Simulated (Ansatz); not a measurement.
`CB(F)OC(C)=O` + `CCC` → `CC(=O)C(C)C` + `CB(O)F`  (formal exchange of groups at a C–O bond)

Computed with Ansatz on PBE0-D4/def2-TZVP structures; ΔE is electronic, products minus reactants. CCSD(T)/CBS adds triple-zeta CCSD(T) − MP2 to the extrapolated MP2 energy (def2 sets, frozen cores). One conformer a species, not always the lowest.

`CB(F)OC(C)=O`:

Cartesian coordinates in Å:
```
C 1.023 -0.004 1.910
B 1.115 -0.779 0.567
F 1.987 -1.767 0.415
O 0.337 -0.584 -0.556
C -0.467 0.491 -0.779
C -1.495 0.184 -1.818
O -0.326 1.540 -0.223
H 1.609 0.918 1.827
H 1.435 -0.591 2.733
H 0.007 0.313 2.149
H -1.000 -0.135 -2.737
H -2.117 -0.649 -1.484
H -2.108 1.062 -2.004
```

`CCC`:

Z-matrix (Å, degrees):
```
C
C 1 1.519
H 1 1.094 2 111.1
H 1 1.094 2 111.1 3 119.5
H 1 1.093 2 111.7 3 -120.3
C 2 1.519 1 112.7 3 -59.7
H 2 1.095 1 109.5 3 178.2
H 2 1.095 1 109.5 3 62.4
H 6 1.094 2 111.0 1 59.7
H 6 1.093 2 111.7 1 -180.0
H 6 1.094 2 111.1 1 -59.7
```

`CC(=O)C(C)C`:

Z-matrix (Å, degrees):
```
C
C 1 1.507
H 1 1.092 2 111.8
H 1 1.088 2 109.6 3 122.6
H 1 1.094 2 109.3 3 -118.2
O 2 1.207 1 121.2 3 -136.6
C 2 1.519 1 118.0 3 42.5
C 7 1.528 2 109.1 1 -80.1
C 7 1.522 2 113.2 1 44.5
H 7 1.094 2 105.0 1 163.9
H 8 1.093 7 110.1 2 -175.5
H 8 1.092 7 111.3 2 -55.7
H 8 1.094 7 111.4 2 65.3
H 9 1.093 7 111.8 2 55.8
H 9 1.093 7 111.6 2 -65.4
H 9 1.092 7 110.0 2 175.4
```

`CB(O)F`:

Z-matrix (Å, degrees):
```
C
B 1 1.558
H 1 1.094 2 110.3
H 1 1.090 2 112.6 3 121.6
H 1 1.094 2 110.2 3 -116.8
O 2 1.353 1 122.1 3 -121.7
F 2 1.343 1 119.9 3 58.3
H 6 0.962 2 112.8 1 -180.0
```

| species | CCSD(T)/def2-TZVPP energy (Eh) |
| --- | --- |
| `CB(F)OC(C)=O` | -392.64390 |
| `CCC` | -118.91565 |
| `CC(=O)C(C)C` | -271.32227 |
| `CB(O)F` | -240.23466 |

Question: Work out ΔE.

Answer: ΔE = (-271.32227) + (-240.23466) − (-392.64390) − (-118.91565) = 0.00262 Eh = +6.9 kJ/mol. CCSD(T)/CBS gives +4.4 kJ/mol.

Largest T1 diagnostic among the species: 0.014.

The D4 term adds −5.3 kJ/mol with B3LYP and −3.0 kJ/mol with PBE0; it sums over pairs of atoms, weighted by their polarisabilities, and B3LYP, whose exchange is more repulsive, gets the larger term. In def2-TZVPP, CCSD(T) changes the Hartree–Fock value by −20.0 kJ/mol (the triples alone add −1.3 kJ/mol) and MP2 by −23.7 kJ/mol.

B3LYP here is the variant with VWN-RPA as its local correlation; programs differ in this.
